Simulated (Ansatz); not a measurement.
Species: CH8FNSi2, net charge 0, singlet state. 
Structure (B3LYP-D3(BJ)/def2-TZVP (Ansatz, a program for electronic structure) minimum search):
```xyz
13

Si     0.8017     0.6594    -0.3039
C      1.6931    -0.9113    -0.7270
F      1.3454     1.1346     1.1381
N     -0.9012     0.4471    -0.2836
Si    -1.8640    -0.8964     0.2401
H      1.1013     1.7722    -1.2287
H      1.3956    -1.2742    -1.7127
H      2.7716    -0.7419    -0.7359
H      1.4846    -1.6961     0.0020
H     -1.4246     1.2811    -0.5173
H     -2.7940    -0.5023     1.3251
H     -0.9436    -1.9424     0.7338
H     -2.6775    -1.4518    -0.8690
```

Property: vertical ionisation energy (to the doublet state of charge +1; each state is the SCF solution reached for its spin), in eV. Cores are frozen in the correlated levels unless marked. Open shells are spin-unrestricted. No spin-orbit coupling. No relativistic terms. CBS(X,Y): correlation extrapolated as X^-3; Hartree-Fock from the larger set. [CCSD(T)-MP2]/basis is that difference in the basis named.

RI-MP2/CBS(aug-cc-pV(T+d)Z,aug-cc-pV(Q+d)Z)+[CCSD(T)-MP2]/aug-cc-pV(T+d)Z (Ansatz) gives 10.34 eV.

Problem. Another calculation gave 10.09 eV. Which level was it?
A. PBE/def2-TZVPD (Ansatz)
B. PBE0/def2-TZVPD (Ansatz)
C. r2SCAN/def2-TZVPD (Ansatz)
D. B2PLYP/def2-TZVPD (Ansatz)

Solution. D, B2PLYP/def2-TZVPD (Ansatz). The others give 9.77 (r2SCAN), 9.65 (PBE), 9.93 (PBE0) eV.
